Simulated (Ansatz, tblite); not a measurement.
Removing and adding an electron: NaI2 (the lowest doublet isomer of a short search). Total charge 0; doublet. Geometry: B3LYP-D4/def2-TZVP. Ansatz, gas phase; energy differences of separate SCF runs; the oxidised species is a singlet (the triplet lies 0.18 eV higher at PBE0-D4/def2-TZVP); the reduced species is a singlet (the triplet lies 1.50 eV higher at PBE0-D4/def2-TZVPD).

```
atom   x (Å)   y (Å)   z (Å)
 Na1  -1.100   0.735  -0.838
  I2   1.752   0.419  -0.470
  I3  -0.652  -1.154   1.308
```

In the def2 sets I takes a core potential; there is no spin–orbit coupling. The xTB rows come from tblite. Correlated methods freeze 9 core orbitals; core or outer-core shells of Na, I are correlated, in sets that lack core-valence functions. The structure comes from a short search, and lower isomers may exist.

| level | −HOMO (eV) | vertical IE (eV) | −LUMO (eV) | vertical EA (eV) | HOMO–LUMO gap (eV) | IE − EA (eV) | remarks |
| --- | --- | --- | --- | --- | --- | --- | --- |
| GFN1-xTB | – | 12.04 | – | 5.15 | – | 6.89 | – |
| GFN2-xTB | – | 12.99 | – | 6.91 | – | 6.08 | – |
| PBE-D4/def2-TZVP | 5.33 | 8.13 | 4.61 | – | 0.71 | – | restricted SCF unstable in HF (+1 singlet) |
| PBE-D4/def2-TZVPD | 5.35 | – | 4.64 | 2.14 | 0.71 | – | HOMO above zero (-1 singlet) |
| r2SCAN-D4/def2-TZVP | 5.66 | 8.38 | 4.49 | – | 1.16 | – | restricted SCF unstable in HF (+1 singlet) |
| r2SCAN-D4/def2-TZVPD | 5.67 | – | 4.51 | 2.16 | 1.16 | – | HOMO above zero (-1 singlet) |
| PBE0-D4/def2-TZVP | 6.43 | 8.39 | 3.93 | – | 2.50 | – | restricted SCF unstable in HF (+1 singlet) |
| PBE0-D4/def2-TZVPD | 6.44 | – | 3.95 | 2.25 | 2.49 | – | – |
| MP2/def2-TZVPP | – | 8.22 | – | – | – | – | restricted SCF unstable (+1 singlet) |
| CCSD/def2-TZVPP | – | 8.13 | – | – | – | – | restricted SCF unstable (+1 singlet) |
| CCSD(T)/def2-TZVPP | – | 7.93 | – | – | – | – | restricted SCF unstable (+1 singlet) |

Run but left out: HF/def2-TZVPP (charge +1 singlet: restricted singlet, unstable towards broken spin symmetry).   A HOMO above zero means that the electron is unbound at that level or that self-interaction error raises the level; the energy of removing that electron tells which. HOMO and LUMO are the levels of the spin that leaves or enters (xTB has no such levels and no spin-polarisation term). Other spin states of the ions may lie lower, which would lower the ionisation energy or raise the affinity. Raw xTB energy differences between charge states are shifted by several eV; the methods need an empirical correction for them.
